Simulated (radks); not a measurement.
The numbers below are computed, except where a source is named.
Excited configurations of Ru I: one electron is placed in a higher orbital outside [Kr] 4d7. The ground configuration is [Kr] 4d7 5s1. Level of theory: scalar-relativistic Kohn-Sham, PBEsol, spin-unpolarised, spherical densities, finite nucleus; Fermi nuclear charge, rms radius 4.4809 fm (a radial shooting solver on a logarithmic mesh with Libxc functionals). Excitation = E - E(ground); binding = E(ion) - E, where the ion is the core of charge +1; n* = 1/sqrt(2 binding) in atomic units, and the quantum defect is n - n*.

4f: excitation (eV) 6.399; binding (eV) 0.901; n* 3.887; eigenvalue (eV) -0.429
5p: excitation (eV) 3.519; binding (eV) 3.780; n* 1.897; eigenvalue (eV) -1.719
5f: excitation (eV) 6.679; binding (eV) 0.620; n* 4.684; eigenvalue (eV) -0.359
7s: excitation (eV) 6.047; binding (eV) 1.252; n* 3.296; eigenvalue (eV) -0.775
7d: excitation (eV) 6.658; binding (eV) 0.642; n* 4.605; eigenvalue (eV) -0.395

The Delta-SCF ionisation energy is 7.299 eV (NIST Atomic Spectra Database: 7.361 eV, measured). Self-interaction in the functional shifts the binding energies and quantum defects, so they are the method's values and not measured ones. Spin polarisation and multiplet splitting are left out, so open shells lie too high by an amount that depends on their filling.

Beside tabulated values, note that spin-unpolarised runs miss the spin-polarisation part of the exchange energy of open shells.
